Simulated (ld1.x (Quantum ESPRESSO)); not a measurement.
Reading a pseudo-wave (Yb (Z = 70))

Columns: radius, all-electron u(r) and pseudo u(r) of the 5p shell (level -27.85 eV) of ytterbium in the configuration [Kr] 4d10 4f14 5s2 5p6 5d0 6s1.75 6p0.25; PBE, scalar-relativistic, PAW scheme, ld1.x (Quantum ESPRESSO) 7.5.

```
r (bohr)  all-electron   pseudo
   0.180       -0.2878  -0.0422
   0.360        0.4322  -0.1600
   0.540        0.2538  -0.3291
   0.720       -0.2987  -0.5154
   0.900       -0.7109  -0.6833
   1.080       -0.9099  -0.8037
   1.260       -0.9513  -0.8597
   1.440       -0.9002  -0.8500
   1.620       -0.8040  -0.7865
   1.800       -0.6923  -0.6898
   1.980       -0.5819  -0.5823
   2.160       -0.4808  -0.4809
   2.340       -0.3925  -0.3925
   2.520       -0.3176  -0.3176
   2.700       -0.2554  -0.2554
   2.880       -0.2043  -0.2043
   3.060       -0.1629  -0.1629
   3.240       -0.1295  -0.1295
   3.420       -0.1027  -0.1027
   3.600       -0.0813  -0.0813
   3.780       -0.0642  -0.0642
   3.960       -0.0506  -0.0506
   4.140       -0.0399  -0.0399
   4.320       -0.0313  -0.0313
   4.500       -0.0246  -0.0246
   4.680       -0.0193  -0.0193
```

(1) How many radial nodes do the two functions have?

(2) At about which radius was the pseudo-wave matched?

(3) Is the pseudo-wave norm-conserving?

Results:

(1) The all-electron 5p function has n − l − 1 = 3 (the table is too coarse to show those close to the nucleus); the pseudo-wave has 0, since the states of the same l below it are removed with the core.

(2) 2.25 bohr. The columns agree to 0.0005 from 1.98 bohr on; several derivatives are matched, so the curves merge somewhat inside the radius.

(3) No, it belongs to a PAW set: the norm inside the radius is not constrained, and the difference is carried by the augmentation charge.
